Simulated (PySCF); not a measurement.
IF and its ions

r²SCAN; basis I cc-pVDZ-PP with ECP28, F cc-pVDZ; scalar-relativistic core potentials; PySCF 2.14. Neutral (UKS): singlet (closed shell), Re = 1.965 Å, ωe = 606 cm⁻¹, De = 2.63 eV, HOMO -7.00 eV, LUMO -4.49 eV.

IF⁺ (UKS): doublet (π ↑), Re = 1.901 Å, ωe = 685 cm⁻¹, De = 2.54 eV to I⁺ + F. The energies at the minima are -395.57730 hartree for IF and -395.18569 for IF⁺.

Question: Work out the adiabatic ionisation energy, without and with harmonic zero-point energies (1 hartree = 27.2114 eV, 1 eV = 8065.5 cm⁻¹), and the change of the bond length.

Answer: At r²SCAN: 0.39161 hartree = 10.656 eV between the minima; the zero-point term (685.0 − 606.0)/2 cm⁻¹ = +0.005 eV makes it 10.661 eV. Re changes by -6.4 pm against the neutral. Minus the HOMO energy is 7.00 eV, -3.66 eV from the value between the minima; self-interaction puts the Kohn–Sham level too high, less so with exact exchange. The electron leaves a π orbital, and the shorter bond of the ion fits an antibonding orbital, or a change in how ionic the bond is.

Spin–orbit coupling is left out, which matters for elements this heavy, above all for dissociation energies. For an ion De counts to the pair picked by the measured ionisation energies or electron affinities, which need not be the lowest pair at this level. States were picked by a PBE0 search and need not be the measured ground states.
